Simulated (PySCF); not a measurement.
Harmonic spectrum computed at PBE0 in the def2-SVP basis family (core potentials from Rb on, PySCF, no spin–orbit coupling):

```
ω (cm⁻¹)  IR (km/mol, summed over degenerate members)  degeneracy
     103                                         17.2           1
     174                                         75.5           2
     231                                          0.0           1
     308                                          439           2
     351                                          0.0           2
     411                                          373           1
     708                                          0.0           1
     818                                          504           2
    3994                                          635           2
    3999                                          0.0           1
```

Question: Which molecule gave it? In each, all ligands are bound to the one heavy central atom.
A. I(OH)₃ (singlet)
B. Zr(OH)₃ (doublet)
C. Sc(OH)₃ (singlet)
D. Ti(OH)₃ (doublet)

Answer: D. It has C3h symmetry with O–H 0.958 Å (×3), Ti–O 1.788 Å (×3).
